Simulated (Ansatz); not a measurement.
Relaxation of Ca₄O₄ with RKS PBE-D4/def2-SVP.

```sh
$ ansatz run in.yaml --threads 4 --pin off --events-out ev --progress --plain --max-ram 8704MiB
```

```yaml
crystal:
  periodic: [false, false, false]
  atoms:
    - {symbol: Ca, position_ang: [1.674470, -1.785870, -0.094150]}
    - {symbol: Ca, position_ang: [-1.671440, -1.573520, -0.481150]}
    - {symbol: Ca, position_ang: [-1.647760, 1.792740, -0.271380]}
    - {symbol: Ca, position_ang: [1.717420, 1.585410, -0.184760]}
    - {symbol: O, position_ang: [-2.553240, 0.089730, 0.057960]}
    - {symbol: O, position_ang: [2.521260, -0.096630, 0.415800]}
    - {symbol: O, position_ang: [-0.111170, -2.520650, 0.226510]}
    - {symbol: O, position_ang: [0.070470, 2.508790, 0.331170]}
basis:
  gaussian: {orbitals: def2-SVP}
hamiltonian: {xc: pbe, dispersion: d4}
scf: {lower_state_search: "off"}
output: {orbitals: {seedname: orbitals}}
relax: {f_tol: 0.02, max_steps: 100}
```

It took 11 s on 4 threads of Intel Xeon Platinum 8259CL on a shared host.

Positions (Å) and forces (eV/Å) at steps 1, 2, 3, 4, 5 of 5:

```xyz
8
step=1 energy=-81900.2358 eV
Ca    1.674   -1.786   -0.094    1.902   -2.043   -0.115
Ca   -1.671   -1.574   -0.481   -1.765   -1.680   -0.845
Ca   -1.648    1.793   -0.271   -1.880    2.054   -0.327
Ca    1.717    1.585   -0.185    1.869    1.695   -0.529
O    -2.553    0.090    0.058   -1.071   -0.042    0.350
O     2.521   -0.097    0.416    1.006    0.028    0.492
O    -0.111   -2.521    0.227   -0.129   -1.010    0.457
O     0.070    2.509    0.331    0.068    0.997    0.517
8
step=2 energy=-81901.6494 eV
Ca    1.803   -1.928   -0.049    0.596   -0.674    0.432
Ca   -1.805   -1.698   -0.485   -0.672   -0.607    0.164
Ca   -1.782    1.934   -0.240   -0.657    0.661    0.366
Ca    1.850    1.709   -0.165    0.645    0.595    0.279
O    -2.589    0.096    0.032   -0.142    0.063   -0.323
O     2.560   -0.102    0.395    0.183   -0.053   -0.302
O    -0.106   -2.557    0.203    0.075   -0.162   -0.307
O     0.069    2.546    0.309   -0.028    0.177   -0.308
8
step=3 energy=-81902.1862 eV
Ca    1.903   -2.043    0.070   -0.142    0.122    0.335
Ca   -1.922   -1.801   -0.412    0.022    0.042    0.367
Ca   -1.898    2.045   -0.132    0.094   -0.136    0.351
Ca    1.956    1.809   -0.073   -0.073   -0.056    0.360
O    -2.625    0.111   -0.068    0.147    0.086   -0.333
O     2.609   -0.115    0.301   -0.100   -0.073   -0.352
O    -0.088   -2.600    0.105    0.116    0.111   -0.354
O     0.066    2.594    0.210   -0.064   -0.097   -0.374
8
step=4 energy=-81902.3634 eV
Ca    1.874   -2.025    0.182    0.035   -0.044    0.017
Ca   -1.980   -1.848   -0.269   -0.034   -0.034    0.005
Ca   -1.887    2.023   -0.016   -0.038    0.043    0.014
Ca    1.993    1.851    0.080    0.034    0.034    0.011
O    -2.592    0.107   -0.182   -0.060   -0.014   -0.015
O     2.592   -0.107    0.184    0.061    0.013   -0.006
O    -0.082   -2.590   -0.041   -0.016   -0.059   -0.015
O     0.080    2.589    0.062    0.018    0.061   -0.011
8
step=5 energy=-81902.3658 eV
Ca    1.865   -2.017    0.173   -0.002    0.002   -0.002
Ca   -1.995   -1.863   -0.251    0.000    0.000    0.003
Ca   -1.876    2.014   -0.023    0.003   -0.002   -0.001
Ca    2.006    1.866    0.100   -0.001    0.000    0.003
O    -2.602    0.099   -0.184    0.004    0.000    0.000
O     2.602   -0.099    0.184   -0.004    0.000   -0.001
O    -0.090   -2.607   -0.052    0.000    0.004    0.000
O     0.090    2.607    0.053    0.000   -0.004   -0.001
```

The structure comes from a short search, and lower isomers may exist.
